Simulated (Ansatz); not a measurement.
A structure relaxed at PBE0-D4/def2-TZVP, charge 0, multiplicity 1:

```xyz
14

B     0.965    1.187    2.522
C     0.366    0.791    1.146
S    -0.642   -0.722    1.156
Si   -1.279   -0.758   -0.877
C     0.126   -1.008   -2.082
H     0.852    0.504    3.495
H     1.580    2.213    2.588
H    -0.208    1.638    0.749
H     1.221    0.686    0.461
H    -1.972    0.524   -1.194
H    -2.252   -1.879   -0.957
H     0.852   -0.194   -2.019
H     0.645   -1.947   -1.879
H    -0.255   -1.036   -3.107
```

Task: Give its formula and SMILES.

Result: C2H9BSSi, `BCS[SiH2]C`.

Task: Point group (tolerance 0.08 Å, 0.16 Å for H)?

Result: C1.

Task: Summarise the bond lengths by kind.

Result: 1 × B–C 1.552 Å; 2 × B–H 1.195 to 1.198 Å; 1 × C–S 1.818 Å; 5 × C–H 1.092 to 1.100 Å; 1 × S–Si 2.131 Å; 1 × C–Si 1.868 Å; 2 × H–Si 1.486 to 1.491 Å.

Computed with Ansatz.
